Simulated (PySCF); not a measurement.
Calculated molecular-ion clusters (M+•, centroid m/z and relative intensity) of several compounds:

1. 100.0519 (100.0), 101.0553 (5.6), 102.0567 (0.5)
2. 74.0526 (100.0), 75.0560 (4.4)
3. 96.0682 (100.0), 97.0708 (6.2)

Lines and terms under 0.3 % are left out. Candidates, as SMILES:
A. `CC1(F)CC1`
B. `CCc1ncc[nH]1`
C. `C=C[C@H](C)C(=O)O`

Task: Match clusters and compounds, and give each formula.

Result: 
1 = C, C5H8O2, monoisotopic mass of the neutral 100.0524 u; relative to that species, one 13C gives 5.4 % at +1 and one 18O gives 0.4 % at +2.
2 = A, C4H7F, monoisotopic mass of the neutral 74.0532 u; relative to that species, one 13C gives 4.3 % at +1.
3 = B, C5H8N2, monoisotopic mass of the neutral 96.0687 u; relative to that species, one 13C gives 5.4 % at +1 and one 15N gives 0.7 % at +1.

Task: Weight all lines of cluster 2 by their intensities. What mean results?

Result: 74.096 u over all lines, faint ones too (the ion lacks one electron, 0.0005 u); standard atomic weights give 74.098 g/mol for C4H7F.

Task: Give the exact less the nominal mass of each, in mDa.

Result: C4H7F +53.2, C5H8N2 +68.7, C5H8O2 +52.4 (neutral, monoisotopic).
